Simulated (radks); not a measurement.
The tin ion Sn+ inside a hard spherical wall (all orbitals vanish at R), configuration held at [Kr] 4d10 5s2 5p1 and not refilled when levels cross. All-electron calculation, scalar-relativistic Kohn-Sham, LDA (Slater exchange, Perdew-Wang correlation), spin-polarised, spherical densities, finite nucleus; open shells are filled with parallel spins first (spin-orbit coupling, left out, can overturn this in heavy ions); Fermi nuclear charge, rms radius 4.6519 fm. Program: a radial shooting solver on a logarithmic mesh with Libxc functionals. Eigenvalues in eV for spin up, with the zero of energy where the potential of the charges vanishes at infinity; a dash marks a level that is unbound or too diffuse for the functional's potential to be trusted. A positive occupied level is held by the wall or, in an anion where self-interaction has pushed it up, behind a barrier. The pressure on the wall is -dE/dV.

| R (bohr) | E (hartree) | kinetic (hartree) | e(4p) | e(4d) | e(5s) | e(5p) | e(6s, empty) | e(5d, empty) | pressure (GPa) |
|---|---|---|---|---|---|---|---|---|---|
| free | -6171.45194 | 6441.439 | -97.617 | -33.961 | -18.427 | -10.807 | -4.318 | -3.283 | 0 |
| 15 | -6171.45194 | 6441.439 | -97.617 | -33.961 | -18.427 | -10.807 | -4.314 | -3.278 | < 0.0001 |
| 12 | -6171.45194 | 6441.439 | -97.617 | -33.961 | -18.427 | -10.807 | -4.264 | -3.243 | < 0.0001 |
| 10 | -6171.45191 | 6441.440 | -97.614 | -33.958 | -18.425 | -10.805 | -4.063 | -3.124 | 0.00105 |
| 8 | -6171.45131 | 6441.446 | -97.578 | -33.923 | -18.399 | -10.768 | -3.168 | -2.658 | 0.0350 |
| 5 | -6171.39492 | 6441.815 | -96.346 | -32.736 | -17.345 | -9.091 | 7.880 | 2.543 | 8.06 |
| 4 | -6171.18627 | 6442.870 | -94.008 | -30.513 | -14.647 | -5.056 | 25.324 | 10.644 | 61.4 |
| 2 | -6160.11721 | 6485.598 | -56.778 | 8.265 | 69.377 | 95.746 | 294.72 | 141.05 | 16100 |
| 1.5 | -6127.95726 | 6593.754 | 4.397 | 78.068 | 248.26 | 287.52 | 700.22 | 343.98 | 135000 |
